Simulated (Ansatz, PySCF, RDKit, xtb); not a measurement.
Dimer: SiH4 (SMILES [SiH4]) (first 5 atoms) with CH2F2 (SMILES FCF); geometry from B3LYP-D3(BJ)/def2-TZVP, rigid monomers moved along the line of their centres of mass till Si1···F6 is 2.99 Å.
(charge 0, multiplicity 1):
```xyz
10

Si     0.23949    -0.04746     0.12882
H     -1.01343     0.27948     0.84835
H      0.51102    -1.49675     0.24325
H      1.35957     0.72868     0.70053
H      0.07057     0.30686    -1.29998
F      0.37309    -0.78882     3.02457
C     -0.44506     0.11093     3.64314
F      0.13925     1.33808     3.57915
H     -0.54640    -0.17654     4.69074
H     -1.39334     0.14485     3.10548
```

Interaction energies are E(AB) − E(A) − E(B) at the monomers' geometry in the complex; basis-set methods are counterpoise corrected. RDKit's UFF carries no charges.

Rows in 6-31G* carry no dispersion term and start afresh at each structure (6-31G* with six Cartesian d functions).

Run with Ansatz (a program for electronic structure) with Gaussian orbitals; PySCF for 6-31G* rows, the dispersion terms; RDKit for the force fields; xtb for the GFN methods. Each number belongs to the level named beside it.

**Question.** One of these levels gives 1.12 kcal/mol for the interaction energy. Name it.
(A) HF/6-31G*
(B) GFN2-xTB
(C) UFF
(D) PBE-D3(BJ)/def2-TZVPPD

**Answer.** C, UFF. The others give -0.27 (GFN2-xTB), 2.09 (HF/6-31G*), -0.64 (PBE-D3(BJ)/def2-TZVPPD)
